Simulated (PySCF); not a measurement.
Ge(Cl)2 cation (Cl₂Ge), SMILES [Cl][Ge][Cl] (connectivity only; charge and spin as stated), charge +1, multiplicity 2.

The structure is a stationary point at PBE0-D3(BJ)/def2-TZVP. The multiplicity is an assumed one; other spin states were not compared. The isomer is the one that the SMILES or the coordinates give; other isomers of the formula were not compared.

Calculation: PySCF with ωB97X/def2-TZVPD.

Isolated molecule, no solvent.

Computed frontier levels, dipole moment and polarisability:
```json
{
 "α spin, highest occupied and lowest empty level": "-16.79 and -7.14 eV",
 "β spin, highest occupied and lowest empty level": "-18.10 and -9.90 eV",
 "dipole_moment_about_the_centre_of_nuclear_charge": "0.281 e·Å",
 "mean_static_polarisability": "50.7 bohr³ (7.52 Å³)",
 "polarisability_principal_values": "36.1, 43.5, 72.6 bohr³",
 "⟨S²⟩": "0.758 (pure state 0.75)"
}
```
